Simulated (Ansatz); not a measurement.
**Relaxing a trial structure of C3H8O3S**

The starting geometry of this gas-phase singlet was optimised with GFN2-xTB; its bonds are those of `COCS(C)(=O)=O`.

```xyz
15

C     1.3529    1.2614   -1.1101
C     1.0523    0.6456    1.1397
C    -1.5652   -0.4534    0.7722
O     1.2747    0.2150   -0.1527
O    -1.0920    2.1389    0.4958
O    -0.9999    1.2091    2.7717
S    -0.7400    1.0475    1.3665
H     1.4930    0.7753   -2.0729
H     2.2098    1.9090   -0.8986
H     0.4396    1.8594   -1.1179
H     1.2642   -0.1727    1.8253
H     1.6239    1.5383    1.4117
H    -2.6151   -0.2237    0.6445
H    -1.4251   -1.2242    1.5173
H    -1.1099   -0.7222   -0.1718
```

Task: Predict what it relaxes into with PBE0-D3(BJ)/def2-SVP.

Result: It keeps its bonds, and is `COCS(C)(=O)=O`.

The energy falls by 0.13 eV over 10 steps:

| step | E − E(last) (eV) |
| --- | --- |
| 1 | 0.135 |
| 2 | 0.039 |
| 3 | 0.012 |
| 4 | 0.002 |
| 5 | 0.000 |
| 6 | 0.000 |
| 7 | 0.000 |
| 8 | 0.000 |
| 9 | 0.000 |
| 10 | 0.000 |

Final geometry (Å):

```
atom    x (Å)    y (Å)    z (Å)
   C   1.4527   1.2974  -1.1365
   C   0.9878   0.6232   1.0726
   C  -1.6084  -0.4713   0.8538
   O   1.2598   0.2419  -0.2164
   O  -1.1575   2.0757   0.4139
   O  -0.9340   1.2073   2.7935
   S  -0.7704   1.0213   1.3538
   H   1.7083   0.8355  -2.0987
   H   2.2907   1.9435  -0.8174
   H   0.5464   1.9117  -1.2455
   H   1.2216  -0.1998   1.7652
   H   1.5104   1.5413   1.4045
   H  -2.6787  -0.2278   0.8823
   H  -1.3731  -1.2751   1.5622
   H  -1.2923  -0.7216  -0.1665
```

The end wasn't checked by frequencies. Run with Ansatz 0.2.0, 25 s on 4 threads of Arm Neoverse V1, with other jobs on the host.
